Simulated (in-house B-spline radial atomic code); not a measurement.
Fe II (Fe+) is squeezed into an impenetrable sphere of radius R (the orbitals vanish at R). Level of theory: scalar-relativistic (X2C) Hartree-Fock, spin-polarised, averaged over the determinants with the given up and down occupations, Fermi nucleus of rms radius 3.7377 fm; calculated with a radial B-spline atomic code at the basis-set limit.

Energies in eV above the free ion in [Ar] 3d6 4s1:

```csv
R (bohr),highest level (eV),[Ar] 3d6 4s1,[Ar] 3d5 4s1 4f1,[Ne] 3s2 3p5 3d7 4s1
7.12,-15.4,0.0438,18.02,55.51
6.42,-15.3,0.1245,19.61,55.59
4.91,-14.4,1.066,26.6,56.53
4.46,-13.6,2.007,30.7,57.47
3.65,-9.67,6.537,44.07,62.06
3.23,-4.86,12.61,57.32,68.27
2.68,9.28,32.46,91.29,88.71
2.22,38.7,80.64,158.4,138.5
2,66.2,131.9,222.7,191.2
1.4,278,653,808.6,718.7
```

(1) Does [Ar] 3d5 4s1 4f1 fall below [Ar] 3d6 4s1 under compression?

(2) Does [Ne] 3s2 3p5 3d7 4s1 fall below [Ar] 3d6 4s1 under compression?

The highest level is first positive in the row R = 2.68 bohr, pushed up by confinement above the zero of the free ion's potential. Each configuration is held fixed and needn't be the lowest in the sphere.

Answers

(1) No, it stays above over the whole range.

(2) No, it stays above over the whole range.
